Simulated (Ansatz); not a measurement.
Problem. Predict a relaxed structure of SnH2MeCl (CH5ClSn), charge 0, singlet, at r2SCAN-D4/def2-TZVP (Ansatz).

Solution. 
Cartesian coordinates in Å:
```
Sn 0.121 0.926 0.223
H 1.330 1.765 -0.640
H 0.130 1.318 1.882
C 0.091 -1.170 -0.165
H 1.033 -1.623 0.148
H -0.054 -1.334 -1.232
H -0.731 -1.627 0.386
Cl -1.919 1.745 -0.602
```
 This is one stationary point.

In the def2 sets Sn takes a core potential; there is no spin–orbit coupling.
